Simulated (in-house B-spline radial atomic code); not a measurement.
Inner levels of selenium as electrons are removed. A shift is the extra binding of the orbital against the neutral atom ([Ar] 3d10 4s2 4p4). The density at the nucleus is averaged over the nuclear charge. Computed with an all-electron radial atomic-structure program (B-spline basis): Dirac-Hartree-Fock, average of the configuration, finite nuclei.

| ion | configuration | shift of 2p1/2 (eV) | shift of 3p1/2 (eV) | shift of 2s1/2 (eV) | radius of 2p1/2 (bohr) | radius of 3p1/2 (bohr) | radius of 2s1/2 (bohr) | Σ<r²> (bohr²) | change of density at nucleus (bohr⁻³) |
| --- | --- | --- | --- | --- | --- | --- | --- | --- | --- |
| Se | [Ar] 3d10 4s2 4p4 | 0 | 0 | 0 | 0.16852 | 0.58121 | 0.19503 | 40.992 | - |
| Se+ | [Ar] 3d10 4s2 4p3 | ? | ? | ? | ? | ? | ? | ? | ? |
| Se2+ | [Ar] 3d10 4s2 4p2 | 22.876 | 22.638 | 22.892 | 0.16851 | 0.58117 | 0.19501 | 24.194 | 8.7413 |
| Se3+ | [Ar] 3d10 4s2 4p1 | 36.701 | 36.204 | 36.717 | 0.16851 | 0.58102 | 0.19501 | 18.647 | 14.292 |
| Se4+ | [Ar] 3d10 4s2 | 51.889 | 51.02 | 51.897 | 0.16851 | 0.58075 | 0.19499 | 14.109 | 20.508 |
| Se5+ | [Ar] 3d10 4s1 | 69.635 | 68.355 | 69.469 | 0.1685 | 0.57989 | 0.195 | 10.872 | -9.9662 |
| Se6+ | [Ar] 3d10 | 88.477 | 86.665 | 88.099 | 0.16849 | 0.57887 | 0.19501 | 8.0391 | -46.786 |
| Se7+ | [Ar] 3d9 | ? | ? | ? | ? | ? | ? | ? | ? |
| Se8+ | [Ar] 3d8 | 165.41 | 151.83 | 165.17 | 0.16836 | 0.56333 | 0.1949 | 6.4362 | -20.579 |
| Se9+ | [Ar] 3d7 | ? | ? | ? | ? | ? | ? | ? | ? |
| Se10+ | [Ar] 3d6 | 252.7 | 223.32 | 252.52 | 0.16816 | 0.54742 | 0.19471 | 5.1889 | 12.557 |
| Se11+ | [Ar] 3d5 | 300.07 | 261.29 | 299.87 | 0.16802 | 0.53948 | 0.19459 | 4.6609 | 31.655 |

Q: Fill in the row of Se+.

A: shift of 2p1/2 (eV): 10.563; shift of 3p1/2 (eV): 10.486; shift of 2s1/2 (eV): 10.574; radius of 2p1/2 (bohr): 0.16852; radius of 3p1/2 (bohr): 0.58123; radius of 2s1/2 (bohr): 0.19502; Σ<r²> (bohr²): 31.27; change of density at nucleus (bohr⁻³): 3.9261.

Q: Fill in the row of Se7+.

A: shift of 2p1/2 (eV): 125.61; shift of 3p1/2 (eV): 118.42; shift of 2s1/2 (eV): 125.31; radius of 2p1/2 (bohr): 0.16843; radius of 3p1/2 (bohr): 0.57119; radius of 2s1/2 (bohr): 0.19496; Σ<r²> (bohr²): 7.183; change of density at nucleus (bohr⁻³): -34.566.

Q: Fill in the row of Se9+.

A: shift of 2p1/2 (eV): 207.8; shift of 3p1/2 (eV): 186.82; shift of 2s1/2 (eV): 207.6; radius of 2p1/2 (bohr): 0.16827; radius of 3p1/2 (bohr): 0.55538; radius of 2s1/2 (bohr): 0.19482; Σ<r²> (bohr²): 5.7767; change of density at nucleus (bohr⁻³): -4.8616.
